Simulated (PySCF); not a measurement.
B(Cl)(F)(OAc) (C2H3BClFO2), SMILES ClB(F)OC(=O)C. Geometry: ωB97X-D3(BJ)/def2-SVP. The values are those of a single conformer.

Task: Give the equilibrium geometry at ωB97X-D3(BJ)/def2-SVP (PySCF confirms it by a frequency run) as Cartesian coordinates in Å. (Estimate from the structure and the level; the computed values follow.)

Result: One answer among several that fit: 
```xyz
10

B      0.7369     0.3954     0.6671
Cl     0.2289    -0.9489     1.6650
F      1.6080     1.2625     1.1491
O      0.3439     0.5647    -0.6284
C     -0.8131     0.0821    -1.2041
C     -0.6177    -0.1746    -2.6704
O     -1.8188    -0.0579    -0.5783
H     -1.5653    -0.4958    -3.1182
H      0.1506    -0.9513    -2.8054
H     -0.2502     0.7401    -3.1586
```
